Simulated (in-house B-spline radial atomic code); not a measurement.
The selenium ion Se⁴⁺: [Ar] 3d10 4s2

Method: non-relativistic M06-2X, spin-polarised, spherical fractional occupations, exact exchange averaged over the configuration, point nucleus. Calculated with a radial B-spline atomic code at the basis-set limit.

Screening seen three ways: the hydrogenic charge with the same mean radius, Z_r = [3n² - l(l+1)]/(2<r>), the one with the same energy, Z_e = n√(-2ε), and Slater's rules. Values are occupation-weighted means over spin.

| shell | electrons | ε (eV) | <r> (bohr) | Z_r | Z_e | Slater |
| --- | --- | --- | --- | --- | --- | --- |
| 1s | 2 | -12469 | 0.04503 | 33.31 | 30.27 | 33.70 |
| 2s | 2 | -1653.8 | 0.2002 | 29.97 | 22.05 | 29.85 |
| 2p | 6 | -1492 | 0.1728 | 28.94 | 20.94 | 29.85 |
| 3s | 2 | -273.07 | 0.5846 | 23.09 | 13.44 | 22.75 |
| 3p | 6 | -216.77 | 0.5924 | 21.10 | 11.97 | 22.75 |
| 3d | 10 | -115.35 | 0.6161 | 17.04 | 8.74 | 12.85 |
| 4s | 2 | -62.501 | 1.641 | 14.62 | 8.57 | 8.35 |

The least bound orbital is 4s at -62.5 eV, and it is also the most diffuse (<r> = 1.641 bohr).
